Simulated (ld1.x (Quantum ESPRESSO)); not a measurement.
## Debugging a pseudopotential input (tungsten (W), ld1.x (Quantum ESPRESSO) 7.5)

Command:

```bash
ld1.x < W.in > W.out
```

Input:

```
&input
   title='W', zed=74., rel=1, dft='PZ', iswitch=3,
   config='[Xe] 4f14 5d4 6s1 6p1',
   nld=3, rlderiv=3.60, eminld=-3.0, emaxld=5.0, deld=0.02
 /
 &inputp
   pseudotype=1, tm=.true., lloc=0,
   nlcc=.true., new_core_ps=.true., rcore=1.70,
   file_pseudopw='W.UPF', file_wfcaegen='ae.wfc', file_wfcncgen='nc.wfc', file_beta='beta', file_chi='chi'
 /
3
6P  2  1   1.00   0.00  3.30  3.30  0.0
5D  3  2   4.00   0.00  1.85  1.85  0.0
6S  1  0   1.00   0.00  2.20  2.20  0.0
 &test
   configts(1)='5d4 6s1 6p1'
 /
```

This is an input that runs to its end, with one change: pseudotype changed from 2 to 1.

Task: How does the run end?

Result: The program runs through. The occupied levels of the test differ from the all-electron ones by at most 0.00000 Ry (unchanged input: 0.00000 Ry).

```

     Etot =  -32265.865880 Ry,  -16132.932940 Ha, -438999.469513 eV
     Etotps =   -35.749844 Ry,     -17.874922 Ha,    -486.401408 eV

     Ekin =      13.477494 Ry,       6.738747 Ha,     183.370652 eV
     Encl =     -22.513234 Ry,     -11.256617 Ha,    -306.308149 eV
     Ehrt =      12.871002 Ry,       6.435501 Ha,     175.118903 eV
     Ecxc =     -26.113259 Ry,     -13.056630 Ha,    -355.288990 eV
     (Ecc =     -20.913983 Ry,     -10.456991 Ha,    -284.549230 eV)
     Epseu=     -13.471848 Ry,      -6.735924 Ha,    -183.293823 eV

     ---------------------- End of pseudopotential test ----------------------
```
